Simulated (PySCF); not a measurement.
**Xe⁺ (xenon, charge +1) across methods**

[Kr] 4d10 5s1 5p6, 2S determinant (an excited configuration). All numbers are calculated (PySCF 2.14, scalar relativity through the core potential, in aug-cc-pVQZ-PP with one added diffuse shell each of s, p, d, f, g type with ECP28MDF (8s8p6d4f3g, 117 functions)). The B2PLYP total includes its PT2 part (frozen core); its orbital energies are those of the SCF part.

```
   method  E (hartree)  mean ε 5s α (eV)  mean ε 5p α (eV)  mean ε 5p β (eV)  Σ⟨r²⟩ (bohr²)   ⟨S²⟩
    TPSSh    -328.3497           -31.443           -18.648           -17.673          49.74  0.751
CAM-B3LYP    -328.4369           -34.396           -20.713           -19.463          49.94  0.752
   B2PLYP    -328.1750           -35.013           -20.630           -18.823          50.20  0.755
      PBE    -328.4418           -30.290           -17.921           -17.214          49.75  0.751
      LDA    -328.0064           -30.521           -18.037           -17.421          49.70  0.751
      UHF   -327.33072           -38.961           -22.895           -19.867          50.67  0.763
   r2SCAN    -328.5650           -31.233           -18.426           -17.442          49.68  0.753
     PBE0    -328.4493           -32.713           -19.402           -18.188          49.80  0.752
```

Energies and moments cover only the electrons outside the core potential.
